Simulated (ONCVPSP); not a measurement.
Re, ONCV: configuration errors across variants

rhenium (Re), optimised norm-conserving Vanderbilt (ONCV), made with ONCVPSP 4.0.1 (PBE, scalar-relativistic). Core [Kr] 4d10 4f14, reference 5s2 5p6 5d5 6s2. Waves: 5s+6s: rc 1.90 bohr, ncon 5, nbas 10, qcut 7.1 1/bohr, 2 projectors; 5p: rc 1.70 bohr, ncon 3, nbas 7, qcut 10.3 1/bohr, 3 projectors, debl 1.6 Ha; 5d: rc 1.95 bohr, ncon 3, nbas 8, qcut 9.8 1/bohr, 2 projectors, debl 1.5 Ha. Local part: polynomial inside 1.70 bohr (lpopt 5, dvloc0 1 Ha). Core correction: Teter function, fcfact 4.75, rcfact 1.8.

In the p channel the program set the typed energies aside and used -1.728, 0.250, 1.850 Ha.

All-electron excitation energies from the reference (eV): (1) 5s2 5p6 5d5 6s1 9.248; (2) 5s2 5p6 5d5 6s0 25.571; (3) 5s2 5p6 5d4 6s0 52.699; (4) 5s2 5p6 5d4 6s2 6p1 5.058.

1 further variants failed, have other tests or too few solved ones, and are left out.

Errors AE − PS in meV (a dash: test not solved or not reliable):

```tsv
change	(1)	(2)	(3)	(4)	bound ghosts	GHOST(+) flags above zero
base	-12	-64	-143	-17	none	none
p: nproj 2	-12	-64	-143	-17	none	none
p: rc 1.92	-12	-64	-142	-17	none	none
local potential polynomial inside 1.70 bohr (lpopt 5, dvloc0 4 Ha)	-12	-64	-143	-17	none	s, p
```

Task: Give the same row for: core correction Teter function, fcfact 4.7, rcfact 1.8.

Result: -12, -64, -141, -17; bound ghosts: none; GHOST(+) flags above zero: none.
